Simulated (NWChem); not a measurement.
# CH7GaN2; SMILES [CH3][Ga]([NH2])[NH2]

```xyz
11

Ga    -0.0003     0.0014     0.0118
C      0.0045     1.9712    -0.0274
H     -0.0477     2.3799     1.0019
H     -0.8670     2.3571    -0.5921
H      0.9287     2.3559    -0.5017
N     -1.5527    -0.9748    -0.0462
H     -2.4722    -0.5504     0.0799
H     -1.5920    -1.9844     0.0997
N      1.5475    -0.9820    -0.0464
H      1.5821    -1.9916     0.1006
H      2.4682    -0.5613     0.0833
```
Atoms are numbered in this order, from 1.

Level: PBE-D3(BJ)/def2-SVP (NWChem), optimised geometry, unscaled harmonic frequencies. 

| frequency (cm⁻¹) | IR intensity (km/mol) |
|---|---|
| 22 | 0.4 |
| 68 | 17.5 |
| 115 | 115.5 |
| 143 | 3.5 |
| 171 | 2.0 |
| 220 | 184.1 |
| 272 | 0.8 |
| 372 | 5.5 |
| 553 | 6.6 |
| 622 | 0.2 |
| 670 | 25.8 |
| 691 | 54.3 |
| 698 | 20.9 |
| 737 | 94.6 |
| 745 | 74.7 |
| 1173 | 6.3 |
| 1384 | 1.0 |
| 1387 | 2.9 |
| 1464 | 29.2 |
| 1479 | 9.3 |
| 2983 | 5.5 |
| 3081 | 4.7 |
| 3091 | 6.4 |
| 3509 | 18.8 |
| 3510 | 4.6 |
| 3613 | 16.7 |
| 3614 | 11.2 |

```yaml
zero_point_energy: 52.0 kcal/mol
thermal correction to the enthalpy at 298.15 K (with zero-point energy): 58.1 kcal/mol
heat capacity Cv: 27.5 cal/(mol K)
entropy at 298.15 K and 1 atm (symmetry number 1): 92.1 cal/(mol K)
dipole_moment: 0.89 D
```

Rigid rotor and harmonic oscillator; modes under 100 cm⁻¹ make the entropy uncertain.
